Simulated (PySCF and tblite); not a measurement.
The numbers below are computed, except where a source is named.
## Barrier and rate of a ring inversion

System: C4H8F2Si, numbered as in [F:1][C:2]1([F:3])[CH2:4][CH2:5][SiH2:6][CH2:7]1.

Motion: inversion of the 5-membered ring (2–4–5–6–7). Geometries: GFN2-xTB; energies: PBE0/pcSseg-1 + D3(BJ); zero-point and thermal terms from GFN2-xTB harmonic modes (soft modes blended into free rotors). Rate constants are transition-state-theory values, counting equivalent paths, without tunnelling. Programs: tblite and PySCF.

```tsv
point	symmetry	E(GFN2) kcal/mol	E(DFT) kcal/mol	ZPE change kcal/mol	lowest mode cm⁻¹	dipole D
start (twist)	C1	0.0	0.0	0.00	73	2.38
saddle (envelope)	C1	2.4	4.0	-0.10	48i	2.54
end (twist)	C1	0.0	0.0	0.00	73	2.38
```

* Electronic barrier: 4.0 kcal/mol
* Barrier with zero-point energy: 3.9 kcal/mol
* ΔH‡ (298 K): 3.4 kcal/mol
* ΔS‡ (298 K, symmetry apart): -3.2 cal/(mol K)
* Paths: 2 equivalent paths
* End point: the same structure with atoms interchanged, or its mirror image
* Mean lifetime of the start against this motion at 298 K: 130 ps
* Cost: 35 s on 1 thread of AMD EPYC 9R14 (shared host) (rough), peak memory 0.86 GiB, launched as `OMP_NUM_THREADS=1 python ens_run.py task.json out`

```
T/K  ΔG‡ kcal/mol     k s⁻¹
150           4.1   7.4×10⁶
200           4.2   2.4×10⁸
250           4.3   1.9×10⁹
298           4.4   7.5×10⁹
350           4.5  2.2×10¹⁰
400           4.7  4.6×10¹⁰
500           5.0  1.4×10¹¹
```

ΔG and ΔG‡ leave out symmetry numbers and mirror images; rates count paths: 2 out.
